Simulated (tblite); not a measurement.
A tight-binding relaxation on `Br[Si@@H](CF)F`.

Computed with GFN2-xTB geometry optimisation, gas phase (tblite 0.8.0). Start geometry: from a force field or distance geometry. The input is one job of a driver script: a line of settings, then coordinates in Å.

Command:
```bash
OMP_NUM_THREADS=1 python probes_run.py task.json out
```

Input:
```
{"job": {"kind": "relax", "xc": "GFN2-xTB", "basis": "xTB"}, "charge": 0, "multiplicity": 1}
F     -1.561200     0.795300     0.750700
C     -0.981100     0.021800    -0.206800
Si     0.824300    -0.188600     0.175700
F      1.450000    -1.192400    -0.907600
Br     1.866500     1.757600    -0.002300
H     -1.151300     0.492100    -1.169800
H     -1.497200    -0.940800    -0.200700
H      1.059100    -0.735600     1.536200
```

Output:
```
step      E/eV     max force
  0    -518.19487    1.611
  1    -518.23658    0.645
  2    -518.24793    0.162
  3    -518.24947    0.161
  4    -518.25281    0.172
  5    -518.25516    0.202
  6    -518.25849    0.173
  7    -518.26026    0.122
  8    -518.26142    0.098
  9    -518.26214    0.070
... (36 lines left out)
 46    -518.27307    0.019
 47    -518.27311    0.020
 48    -518.27315    0.020
 49    -518.27322    0.026
 50    -518.27332    0.035
 51    -518.27343    0.037
 52    -518.27353    0.025
 53    -518.27357    0.020
 54    -518.27358    0.023
 55    -518.27360    0.009
```

«max force» is the largest atomic force in eV/Å.

Q: From which step on does the largest force stay under 0.1 eV/Å, and how much energy is left to gain from there?

A: From step 40 (0.076 eV/Å), 1.6 meV above the end.

Summary of the converged run: energy lowered by 1.8 kcal/mol over 55 steps; largest atomic force 0.009 eV/Å at the end.

Hardware: one thread, Arm Neoverse N1 (aarch64), no GPU, shared host with 64 logical CPUs at a one-minute load of 62. Cost: 0.43 s wall.
Labels such as C1 count atoms from 1, the log's own numbers from 0.
